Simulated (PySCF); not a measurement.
# Computed vibrations of [La(H2O)3]3+

[La(H2O)3]3+ (singlet). PySCF 2.14.0, RKS B3LYP, La def2-SVP with ECP46, O def2-SVP, H def2-SVP; non-relativistic Hamiltonian with scalar-relativistic core potentials where named; density fitting; no spin-orbit coupling. Central differences of gradients.

```xyz
10

La    0.0000    0.0000    0.0000
O     2.4198    0.0000    0.0000
H     3.0362    0.7694    0.0714
H     3.0362   -0.7694   -0.0714
O    -1.2099    2.0956    0.0000
H    -2.1844    2.2447    0.0714
H    -0.8518    3.0141   -0.0714
O    -1.2099   -2.0956    0.0000
H    -0.8518   -3.0141    0.0714
H    -2.1844   -2.2447   -0.0714
```

Run from Python with OMP_NUM_THREADS=2. Where DIIS fails, smearing, a level shift and second-order steps follow.
It took 39 s on 2 threads of Arm Neoverse V1 (shared host).

(1) What are the harmonic wavenumbers and infrared intensities?

(2) Is this a minimum?

Results:

(1) Modes are labelled in D3; negative numbers are unstable modes, those under 60 cm⁻¹ near the noise; a finer grid moves soft modes by up to 10 cm⁻¹.
| cm⁻¹ | km/mol | symmetry |
| --- | --- | --- |
| -20 | – | a2 |
| 70 | 0.0 | a1 |
| 76 | 3.9 | e |
| 76 | 3.9 | e |
| 96 | 0.0 | e |
| 96 | 0.0 | e |
| 372 | 0.0 | a1 |
| 389 | 26.5 | e |
| 389 | 26.5 | e |
| 582 | 0.1 | a2 |
| 614 | 122.6 | e |
| 614 | 122.6 | e |
| 649 | 5.0 | e |
| 649 | 5.0 | e |
| 670 | 1117.6 | a2 |
| 1664 | 184.7 | e |
| 1664 | 184.7 | e |
| 1668 | 0.0 | a1 |
| 3553 | 761.2 | e |
| 3553 | 761.2 | e |
| 3568 | 0.0 | a1 |
| 3586 | 9.9 | a2 |
| 3589 | 592.8 | e |
| 3589 | 592.8 | e |

(2) Yes, within the noise of the softest modes.
